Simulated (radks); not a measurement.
Problem. Coherent X-ray form factor from a spherical all-electron density. Calculated with a radial shooting solver on a logarithmic mesh with Libxc functionals: scalar-relativistic Kohn-Sham, SCAN, spin-polarised, spherical densities, finite nucleus; meta-GGA in the generalised Kohn-Sham scheme; Fermi nuclear charge, rms radius of each element as measured or else 0.836 A^(1/3) + 0.57 fm.

sin(theta)/lambda (1/angstrom)  f0 (electrons)
0.05                                    55.858
0.1                                     55.435
0.15                                    54.743
0.2                                     53.796
0.25                                    52.617
0.3                                     51.232
0.4                                     47.969
0.5                                     44.264
0.6                                     40.376
0.8                                     32.906
1                                       26.738
1.25                                    21.318
1.5                                     17.960
2                                       14.228

The species is in the configuration that NIST lists as its ground one. Which atom or ion scatters so?

Solution. The osmium ion Os20+, [Kr] 4d10 4f10. Extrapolating in s^2 from the first two rows gives f0(0) = 56.0, near the electron count 56; among species with that count, the fall with angle is slower the higher Z, and the table is that of Z = 76; from so few rows the species is fixed only to a neighbour or two.
